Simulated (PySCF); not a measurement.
**Spinor energies of Hf⁶⁸⁺ (hafnium, charge +68)**

Start: [He] 2s2. Calculated with PySCF 2.14 in an even-tempered Gaussian basis (17 s from 13 bohr⁻², ratio 2.6; 13 p from 17 bohr⁻², ratio 2.6; 7 d from 17 bohr⁻², ratio 2.8; 4 f from 330 bohr⁻², ratio 2.8): generalised Hartree-Fock with the X2C-1e Hamiltonian and a Gaussian nucleus; spin-orbit coupling (SO) screened by Boettger's factors.

```tsv
spinor shell	electrons	ε, screened SO (eV)	weight of nominal j (screened SO)	rms radius, screened SO (bohr)
1s1/2	2	-73868.8	1.000	0.0214
2s1/2	2	-18200.5	1.000	0.0830
```

```json
{"quantity": "E (hartree)", "screened SO": "-6896.50533"}
{"quantity": "M_J", "screened SO": "0"}
{"quantity": "⟨J²⟩", "screened SO": "0.000"}
{"quantity": "⟨L²⟩", "screened SO": "0.000"}
{"quantity": "⟨S²⟩", "screened SO": "0.000"}
```

Breit and QED terms are absent; they matter most for the inner s and p1/2 levels.

Densities and radii are taken from the X2C orbitals without a picture-change correction, which distorts them close to the nucleus.
